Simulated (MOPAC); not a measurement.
MOPAC input (PM7):

```
PM7 1SCF CHARGE=-1 GEO-OK AUX(PRECISION=9) THREADS=1
HS2

S    -0.99245769 1    0.02474353 1    0.46498964 1
S     0.89364365 1    0.03051785 1   -0.48028129 1
H     1.58102472 1   -0.88418214 1    0.24466650 1
```

From the last part of the output:

```
                                                       MOPAC v23.2.5 Linux

          FINAL HEAT OF FORMATION =        -36.90174 KCAL/MOL =    -154.39690 KJ/MOL

          COSMO AREA              =         87.84 SQUARE ANGSTROMS
          COSMO VOLUME            =         72.30 CUBIC ANGSTROMS

          IONIZATION POTENTIAL    =          2.966825 EV
          HOMO LUMO ENERGIES (EV) =         -2.967  4.384
          NO. OF FILLED LEVELS    =          7
          MOLECULAR WEIGHT        =         65.1279         POINT GROUP:  Cs

          MOLECULAR DIMENSIONS (Angstroms)

            Atom       Atom       Distance
            H     3    S     1     2.73816
            S     2    S     1     1.01992
            S     2    S     1     0.00000

          SCF CALCULATIONS        =          1

   ATOM   CHEMICAL          X               Y               Z
  NUMBER   SYMBOL      (ANGSTROMS)     (ANGSTROMS)     (ANGSTROMS)

     1       S         -0.99245769  *   0.02474353  *   0.46498964  *
     2       S          0.89364365  *   0.03051785  *  -0.48028129  *
     3       H          1.58102472  *  -0.88418214  *   0.24466650  *

                             CARTESIAN COORDINATES

   1    S       -0.992457690     0.024743530     0.464989640
   2    S        0.893643650     0.030517850    -0.480281290
   3    H        1.581024720    -0.884182140     0.244666500

           Empirical Formula: H S2  =     3 atoms

      MOLECULAR POINT GROUP   :   Cs

                  EIGENVALUES
 -22.40648 -17.08594  -8.22821  -5.67718  -5.09574  -3.46250  -2.96682   4.38432
   4.95341   5.58966   5.67721   5.74646   5.78962   6.18272   6.21027   6.36989
   6.37012   6.60822   8.10177

              NET ATOMIC CHARGES AND DIPOLE CONTRIBUTIONS

  ATOM NO.   TYPE          CHARGE      No. of ELECS.   s-Pop       p-Pop       d-Pop
    1          S          -0.792136        6.7921     1.97689     4.77870     0.03655
    2          S          -0.355649        6.3556     1.89469     4.30898     0.15198
    3          H           0.147785        0.8522     0.85222
 DIPOLE           X         Y         Z       TOTAL
 POINT-CHG.     3.256    -0.709    -0.793     3.425
 HYBRID        -0.373    -0.232     0.456     0.633
 SUM            2.883    -0.941    -0.337     3.051

          ATOMIC ORBITAL ELECTRON POPULATIONS

     Atom    s        px        py        pz      x^2-y^2     xz        z^2       yz        xy
    1  S   1.97689   1.06086   1.96526   1.75257   0.01447   0.01393   0.00361   0.00091   0.00363
    2  S   1.89469   1.17201   1.59546   1.54150   0.01245   0.04151   0.01030   0.02582   0.06191
    3  H   0.85222

 **********************
 *                    *
 * JOB ENDED NORMALLY *
 *                    *
 **********************

 == MOPAC DONE ==
```

The dipole moment of an ion depends on the origin.
